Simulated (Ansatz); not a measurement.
`BO[SiH2]S`. Charge 0, multiplicity 1.

```xyz
9

B     0.548    1.321    1.178
O    -0.265    0.785    0.244
Si   -0.008   -0.413   -0.869
S    -0.760   -2.284   -0.208
H     1.691    0.954    1.263
H     0.097    2.164    1.899
H    -0.699    0.026   -2.099
H     1.445   -0.624   -1.071
H    -2.049   -1.929   -0.338
```

List the harmonic frequencies (cm⁻¹, unscaled) at PBE0-D4/def2-TZVP in Ansatz. (An estimate is asked.)

Computed: 45, 169, 206, 229, 309, 514, 531, 737, 764, 807, 894, 935, 1022, 1059, 1226, 1382, 2250, 2268, 2541, 2640, 2709.

Is this a minimum?

Yes, all 21 modes are real.

Give the ideal-gas thermochemistry at 298.15 K and 1 bar (rigid rotor, harmonic oscillator; point group C1, symmetry number 1).

Zero-point energy 139.0 kJ/mol; H(298) − E = 158.9 kJ/mol; entropy 338.4 J/(mol·K), of which translation 165.3, rotation 109.5, vibration 63.6; G(298) − E = 58.0 kJ/mol. Modes under 100 cm⁻¹ are hindered rotations or soft bends, so the harmonic entropy is rough.
